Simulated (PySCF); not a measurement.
# Reading the logs of faulty runs: BH3NSi

These are calculations, not measurements. The program is PySCF 2.14.0, an open-source quantum chemistry code, run on an isolated molecule that a program drew, which may never have been made. The molecule is BH3NSi (charge 0, doublet), drawn as the SMILES string `N=B[SiH2]`.

Each row is a Hartree-Fock (HF) and frozen-core CCSD(T) single point in the cc-pV(D+d)Z basis, meant for a local HF minimum. Run 1 is clean. Each other run has one planted mistake out of seven kinds, and not every kind appears here: one electron removed, one electron added, multiplicity raised by two, geometry at a saddle point, minimal basis STO-3G, one bond length entered in bohr, all coordinates scaled. The reference is restricted for singlets and unrestricted otherwise, and also for a bond in bohr. Adding or removing an electron swaps singlet and doublet. Electrons count all cores. HOMO and LUMO are orbital energies over both spins, the gradient is its largest component, and the lowest frequency (negative if imaginary) is given only where the gradient is small. Bond lengths are over the 5 bonds as drawn. T1 is the CCSD diagnostic: over 0.02 (restricted) or 0.045 (unrestricted) a single reference is doubtful.

Geometry of the clean run:
```xyz
6
BH3NSi, angstrom
N    -2.1280   -0.8562    2.5060
B    -1.0766   -1.2192    1.9830
Si    0.5836   -1.8551    1.0829
H    -2.9654   -0.5598    2.9328
H     1.3198   -0.7552    0.4239
H     1.4622   -2.6129    1.9993
```

```
run,electrons,basis functions,<S^2>,HOMO (eV),LUMO (eV),gradient (hartree/bohr),lowest frequency (cm^-1),mean bond (Å),longest bond (Å),T1,HF (hartree),CCSD(T) (hartree),mistake
1,29,66,0.759,-9.18,0.89,2.2e-05,266,1.4329,1.993,0.0184,-369.78993,-370.16100,no fault
2,30,66,0.000,-0.76,9.07,4.5e-02,-,1.4329,1.993,0.0163,-369.78476,-370.18266,one electron added
3,29,66,3.772,-5.34,0.14,2.2e-01,-,1.4329,1.993,0.0176,-369.61582,-369.94162,?
4,29,66,1.516,-9.10,0.79,4.8e-02,-,1.6083,1.993,0.0783,-369.61342,-369.99216,?
```

**Which mistake was planted in run 3, and what did it cost?**

Electrons, basis and geometry are unchanged, and <S^2> is 3.772, beside S(S+1) = 3.75 for a multiplicity of 4. So the mistake is: multiplicity raised by two. Subtracting run 1 and multiplying by 627.51 kcal/mol a hartree, the energy moved by 109.3 kcal/mol in HF and 137.7 kcal/mol in CCSD(T).

**Which mistake was planted in run 4, and what did it cost?**

The mean bond changes by a factor of 1.122 and the longest by 1.000, so the molecule wasn't scaled as a whole. A length L in bohr read as angstrom grows by (1/0.5292 - 1) L = 0.890 L. The 5 bonds together grew by 5 x 0.1754 = 0.877 Å, which gives L = 0.986 Å. That is bond N1-H4, 0.986 Å in the clean geometry. So the mistake is: one bond length entered in bohr. Subtracting run 1 and multiplying by 627.51 kcal/mol a hartree, the energy moved by 110.8 kcal/mol in HF and 105.9 kcal/mol in CCSD(T).

Cautions from the logs. Run 4: T1 is over the limit, so its CCSD(T) energy is less reliable.
